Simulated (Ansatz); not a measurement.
## Match the barriers

Saddle point of BSiH₇O₃, closed shell (BH₃O₃ ([OH][B]([OH])[OH]) + SiH₄ → BSiH₅O₂ ([OH][B]([OH])[SiH3]) + H₂O; bonds formed: B1–Si6, O2–H5; bonds broken: B1–O2, H5–Si6), PBE0-D4/def2-TZVP structure:

```csv
atom,x (Å),y (Å),z (Å)
B1,-0.4130,-0.2340,-0.6779
O2,0.8107,0.1702,-1.5670
O3,-0.6816,-1.5821,-0.5883
O4,-1.4456,0.6493,-0.9190
H5,1.0307,0.4505,-0.4779
Si6,0.5509,0.3204,1.4381
H7,0.5604,0.9511,-2.0834
H8,0.0915,-2.1359,-0.4676
H9,-2.2965,0.2933,-0.6531
H10,-0.7703,0.2456,2.1250
H11,1.4051,-0.7558,2.0292
H12,1.1579,1.6273,1.8422
```

Ansatz 0.2.0; basis: def2-TZVPP, with def2-QZVPP for the basis limit; cores frozen in the correlated methods. Extrapolation: Hartree–Fock as exp(−7.88 √X), correlation as X^−2.97. Four methods, as single points on the PBE0-D4 structures, gave these electronic barriers from the start structure: 48.48, 61.56, 67.94, 90.60 kcal/mol.

Task: The methods were, in alphabetical order, HF, MP2, r2SCAN-D4, SPW92. Which gave which? (A judgement: the text doesn't fix the answer.)

Result: The calculation gives: SPW92 48.48; r2SCAN-D4 61.56; MP2 67.94; HF 90.60 kcal/mol. For comparison, CCSD(T) at an estimated basis limit (MP2 extrapolated from triple and quadruple zeta, plus CCSD(T) − MP2 in triple zeta) gives 68.76 kcal/mol.

No T1 diagnostic of these runs exceeds 0.014.

Labels in which every atom is bracketed show which atoms are joined, not bond orders.

For scale, one of the runs: CCSD(T)/def2-TZVPP, 264 basis functions, launched by `ansatz run in.yaml --threads 8 --pin off --events-out ev --progress --plain --max-ram 19148MiB`. The run took 61 s on 8 CPU threads of an Intel Xeon Platinum 8488C (shared host), with 6.8 GiB of host memory at its peak.
